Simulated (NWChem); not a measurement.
System: CH$_{4}$ClInO; SMILES [Cl][InH][O]C

Input file for NWChem:

```
start job
memory heap 200 mb stack 900 mb global 1100 mb
geometry units angstroms noautoz
  In    -0.479212     0.009392     0.000000
  H     -2.177024    -0.183132     0.000000
  Cl     0.602972     2.084040     0.000000
  O      0.866075    -1.452848     0.000000
  C      0.561819    -2.814171     0.000000
  H      0.994297    -3.309687    -0.889733
  H      0.994297    -3.309687     0.889733
  H     -0.523469    -3.045472     0.000000
end
basis spherical
  In library def2-svp
  H library def2-svp
  Cl library def2-svp
  O library def2-svp
  C library def2-svp
end
ecp
  In library def2-ecp
end
dft
  xc mn15
  iterations 150
  mulliken
end
task dft energy
```

Structure relaxed at the PBE0/def2-SVP level. def2 effective core potentials on In; no spin-orbit coupling.

Predict the main results of this run. (MN15/def2-SVP with def2 effective core potentials on In.) Quantities: energy (Ha); highest occupied level (eV); orbital gap (eV); dipole (D).


- energy (Ha): -765.18
- highest occupied level (eV): -8.40
- orbital gap (eV): 7.42
- dipole (D): 3.27
